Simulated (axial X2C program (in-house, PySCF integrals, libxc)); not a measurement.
What spin–orbit coupling does to ZrH

All values were computed with an in-house all-electron X2C program for linear molecules (integrals from PySCF). Spin-free means the one-electron spin-free X2C Hamiltonian; two-component (2c) means X2C with spin–orbit coupling and atomic mean-field two-electron Coulomb and Gaunt terms, so the difference of the two also holds small scalar two-electron terms. Basis: Zr dyall-cv3z [11s12p9d6f3g], H dyall-v3z [6s2p1d] (cores contracted in-house); Gaussian nuclei, density fitting, unrestricted open shells. Masses: Zr 89.905 u, H 1.008 u.

Spin-free state: M_S = 3/2, Λ = 0 (beyond evenly filled blocks: σα, δ+α, δ-α); fragments Zr + H.

```csv
level,Re (Å),ωe (cm⁻¹),De (eV),μ (D)
PBE0,1.868,1607.5,2.757,-3.06
HF,1.914,1562.9,n/a,-3.34
MP2,1.861,1649.9,2.141,n/a
CCSD,1.881,1598.1,2.303,n/a
CCSD(T),1.879,1597.6,2.251,n/a
LDA,1.859,1608.1,3.112,-2.51
```

Correlated methods: 13 electrons correlated (number of frozen shells: Zr 3 s, 2 p, 1 d; H none), 241 virtual spin orbitals or spinors in MP2, 110 natural virtuals in coupled cluster.

Dipoles are positive if H is the positive end.

Two-component determinant lowest at the distance of the search:

Ω = 3/2 (⟨Sz⟩ = -1.50, ⟨Lz⟩ = 3.00 at HF); fragments Zr + H.

```csv
level,Re (Å),ωe (cm⁻¹),De (eV),μ (D)
PBE0,1.856,1596.6,n/a,-2.44
HF,1.924,1517.2,n/a,-2.25
MP2,1.855,1620.6,n/a,n/a
CCSD,1.878,1567.7,n/a,n/a
CCSD(T),1.875,1569.5,2.459,n/a
LDA,1.843,1605.0,n/a,-2.25
```

Problem. From the two tables, how do the constants change at the CCSD(T) level (2c against spin-free)?

Solution. At the CCSD(T) level Re falls by 0.004 Å and ωe goes down by 28.1 cm⁻¹; De changes by 0.208 eV. The two determinants differ in configuration, so these shifts compare two states and are not the spin–orbit effect on one state.

Occupations by symmetry block were frozen at the best pattern of an incomplete PBE0 search. De is counted from the lowest determinant-based energies of the atoms at the same level, without counterpoise correction. De is not given where an atomic determinant may have missed its ground term or J level, or where the truncated virtual space spoils (T). Density functionals use the spin component along the axis (collinear). CCSD and (T) use frozen natural virtuals with an MP2 correction for the truncation; (T) itself is uncorrected, so its De runs slightly low. Other states lie close and PBE0, whose exact exchange favours high spin, may order them wrongly; the determinant shown need not be the ground state. The nearest other spin-free determinant of the search, M_S = 3/2, Λ = 3, lies 0.006 eV up at the distance of the search. Without a current term, density functionals place determinants with orbital angular momentum somewhat too high. With several unpaired electrons one determinant need not be a pure state. At some level and bond length an empty orbital lies below a filled one.
